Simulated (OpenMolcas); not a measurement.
**V+: effect of correlating more closed shells**

* Program: OpenMolcas
* Basis: ANO-RCC-VTZP [6s5p3d2f1g]
* Scalar Hamiltonian: DKH2, point nucleus
* Active space: 4 electrons in 5 orbitals (3d)
* State averaging: 2S+1 = 5 even, 5 roots; 2S+1 = 3 even, 45 roots; 2S+1 = 1 even, 50 roots (44 in the spin-orbit step)
* Spin-orbit coupling: RASSI with atomic mean-field integrals over the reference wave functions, term energies averaged over their components

Methods on the same reference wave functions:
A. CASSCF
B. MS-CASPT2, IPEA 0.25 Eh, imaginary shift 0.1 Eh (closed shells correlated: none)
C. MS-CASPT2, IPEA 0.25 Eh, imaginary shift 0.1 Eh (closed shells correlated: 3s 3p)
D. MS-CASPT2, IPEA 0.25 Eh, imaginary shift 0.1 Eh (closed shells correlated: 2s 2p 3s 3p)

Energies in cm⁻¹ above 3d⁴ ⁵D₀, the measured ground level; measured values from NIST Handbook of Basic Atomic Spectroscopic Data.

```json
{"Level": "3d⁴ ⁵D₀", "A": "0.0", "B": "0.0", "C": "0.0", "D": "0.0", "Measured": "0.0"}
{"Level": "3d⁴ ⁵D₁", "A": "38.6", "B": "39.6", "C": "39.7", "D": "39.7", "Measured": "36.0"}
{"Level": "3d⁴ ⁵D₂", "A": "115", "B": "117", "C": "118", "D": "118", "Measured": "107"}
{"Level": "3d⁴ ⁵D₃", "A": "228", "B": "231", "C": "231", "D": "231", "Measured": "209"}
{"Level": "3d⁴ ⁵D₄", "A": "374", "B": "376", "C": "376", "D": "376", "Measured": "339"}
{"Level": "3d⁴ ³H₄", "A": "15783", "B": "13340", "C": "12240", "D": "12270", "Measured": ""}
{"Level": "3d⁴ ³H₅", "A": "15861", "B": "13430", "C": "12320", "D": "12360", "Measured": ""}
{"Level": "3d⁴ ³H₆", "A": "15951", "B": "13520", "C": "12420", "D": "12450", "Measured": ""}
{"Level": "3d⁴ ³P₀(1)", "A": "17175", "B": "11230", "C": "10770", "D": "10770", "Measured": ""}
{"Level": "3d⁴ ³P₁(1)", "A": "17400", "B": "11450", "C": "11000", "D": "11000", "Measured": ""}
{"Level": "3d⁴ ³P₂(1)", "A": "17823", "B": "11880", "C": "11430", "D": "11420", "Measured": ""}
{"Level": "3d⁴ ³F₂(1)", "A": "18105", "B": "13780", "C": "12890", "D": "12890", "Measured": ""}
{"Level": "3d⁴ ³F₃(1)", "A": "18141", "B": "13830", "C": "12940", "D": "12940", "Measured": ""}
{"Level": "3d⁴ ³F₄(1)", "A": "18191", "B": "13900", "C": "12990", "D": "13000", "Measured": ""}
{"Level": "3d⁴ ³G₃", "A": "19906", "B": "16640", "C": "15200", "D": "15220", "Measured": ""}
{"Level": "3d⁴ ³G₄", "A": "20001", "B": "16740", "C": "15300", "D": "15310", "Measured": ""}
{"Level": "3d⁴ ³G₅", "A": "20094", "B": "16840", "C": "15400", "D": "15410", "Measured": ""}
{"Level": "3d⁴ ¹I₆", "A": "23625", "B": "20250", "C": "18660", "D": "18700", "Measured": ""}
{"Level": "3d⁴ ¹G₄(1)", "A": "24822", "B": "19680", "C": "18150", "D": "18170", "Measured": ""}
{"Level": "3d⁴ ³D₃", "A": "25738", "B": "21370", "C": "19380", "D": "19360", "Measured": ""}
{"Level": "3d⁴ ³D₂", "A": "25772", "B": "21400", "C": "19410", "D": "19390", "Measured": ""}
{"Level": "3d⁴ ³D₁", "A": "25803", "B": "21440", "C": "19440", "D": "19430", "Measured": ""}
{"Level": "3d⁴ ¹S₀", "A": "28809", "B": "21720", "C": "19630", "D": "19610", "Measured": ""}
{"Level": "3d⁴ ¹D₂", "A": "30917", "B": "23600", "C": "22900", "D": "22900", "Measured": ""}
```

Deviations, from unrounded energies. A percentage is the sum of absolute deviations over the sum of measured energies, with the sign that they share, or ± where signs differ.

```
                  Against measurement  Levels     A      B      C      D
       mean absolute deviation (cm-1)       4    16     18     18     18
fine structure of the ground term (%)       4  +9.4  +10.6  +10.7  +10.7
```

A, B, C, D lie about equally close to measurement. The largest miss of A in the table is 3d⁴ ⁵D₄, by +35 cm-1. The ranking rests on the paired levels alone, and a cruder setting can come out closer through cancelling errors.

Among B to D the level of the table that moves most is 3d⁴ ¹S₀, by 2100 cm-1 (lowest in D, highest in B). Moves below CASPT2's spread within the term are not significant.

The two smallest mean deviations differ by little beside CASPT2's spread within terms, so their order carries little weight.

From A to B the spin-free energies of the other terms of 3d⁴ shown, above ⁵D, scale by factors of 0.66 to 0.86.

The lowest spin-free term lies below A's lowest term by 0.054 hartree in B, 0.386 hartree in C, 0.418 hartree in D.

What an inner shell adds also hangs on whether the basis holds functions to correlate it.

Term energies are means over components that CASPT2 splits; among the terms shown or strongly mixed into the levels shown the widest spread is 1700 cm-1 (3d⁴ ¹I, D). Some high roots are left out of the spin-orbit mixing, which shifts the levels that they would mix with. The CASPT2 spread within a term exceeds the gap to the next term for 3d⁴ ³H and 3d⁴ ³F(1), 3d⁴ ¹G(1) and 3d⁴ ¹I, so the order of their levels is uncertain, and so are names and mixing where such terms share a J (figures for B; the like holds for C, D). Without dynamic correlation excited terms often stand tens of per cent too high (terms of higher spin than the ground term too low), and those without a measured partner can miss by more than the paired ones (holds for A). Computed and measured levels are paired by configuration, term and J; levels that our copy of the source lacks, or whose pairing is in doubt (as where it misses far off the trend of its configuration), stay unpaired and out of the deviations. Only configurations of the active space appear. The table leaves out levels that lie high or whose names do not pair safely across all columns.

A number in round brackets counts repeated terms of one configuration in the order of the reference energies.
